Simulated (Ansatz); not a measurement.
Mulliken charges of `FCC=C=[Se]` from PBE/def2-TZVPP in Ansatz (PBE0-D4/def2-TZVP geometry).

```tsv
atom	x (Å)	y (Å)	z (Å)	charge (e)
F1	1.474	0.758	0.507	-0.191
C2	0.646	-0.312	0.732	0.089
C3	-0.531	-0.298	-0.193	-0.157
C4	-0.752	0.612	-1.099	-0.036
Se5	-1.037	1.795	-2.275	0.018
H6	0.310	-0.270	1.775	0.084
H7	1.229	-1.230	0.590	0.084
H8	-1.247	-1.111	-0.092	0.108
```

Task: By hand: the dipole of these point charges (1 e Å = 4.8032 D).

Result: Σ q r = (-0.138, -0.361, 0.186) e Å, of length 0.429 e Å = 2.06 D.

Task: How does the dipole of the full density compare? (Estimate.)

Result: The calculation gave: (-0.136, -0.377, 0.199) e Å, 2.15 D; the point charges give 0.96 times that, at 1° from its direction.

Point charges leave out the atoms' own dipoles, such as those of lone pairs, and Mulliken's split depends on the basis, so the close match here is no proof of good charges.
